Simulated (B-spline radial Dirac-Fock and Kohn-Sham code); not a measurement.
# Two-hole binding energies of Pr³⁺

System: Pr³⁺ in the configuration [Xe] 6s2 (an excited configuration).

Method: Dirac-Fock (average of configuration) total-energy differences with a finite nucleus, the Breit interaction including its frequency dependence, and self-energy and vacuum-polarisation corrections. Computed with a radial atomic solver. U is the two-hole binding energy less the two single-hole energies, the effective repulsion of the holes after relaxation. Each two-hole energy is an average over J within one jj subconfiguration.

| holes | E(a) (eV) | E(b) (eV) | E(ab) (eV) | U (eV) |
| --- | --- | --- | --- | --- |
| 1s⁻¹ 2p1/2⁻¹ | 42049.4 | 6504.8 | 48848.3 | 294.1 |
| 2s⁻¹ 2p1/2⁻¹ | 6905.2 | 6504.8 | 13569.6 | 159.6 |
| 2s⁻¹ 2p3/2⁻¹ | 6905.2 | 6028.7 | 13087.4 | 153.6 |
| 2s⁻¹ 3p3/2⁻¹ | 6905.2 | 1311.9 | 8289.9 | 72.9 |
| 2p1/2⁻¹ 3s⁻¹ | 6504.8 | 1577.8 | 8156.3 | 73.7 |
| 2p1/2⁻¹ 3p3/2⁻¹ | 6504.8 | 1311.9 | 7892.3 | 75.6 |
| 2p1/2⁻¹ 3d5/2⁻¹ | 6504.8 | 998.7 | 7584.1 | 80.5 |
| 3p3/2⁻² | 1311.9 | 1311.9 | 2680.0 | 56.2 |
| 3d3/2⁻¹ 3d5/2⁻¹ | 1018.8 | 998.7 | 2081.6 | 64.0 |
| 3d5/2⁻² | 998.7 | 998.7 | 2060.4 | 62.9 |
| 4d3/2⁻¹ 4d5/2⁻¹ | 178.8 | 175.0 | 378.6 | 24.8 |
| 5p1/2⁻² | 66.89 | 66.89 | 147.9 | 14.1 |
| 5p1/2⁻¹ 5p3/2⁻¹ | 66.89 | 63.04 | ? | ? |
| 5p3/2⁻² | 63.04 | 63.04 | 139.2 | 13.1 |

Q: Give the missing two-hole energy and U.

A: E(ab) = 143.0 eV and U = 13.0 eV.
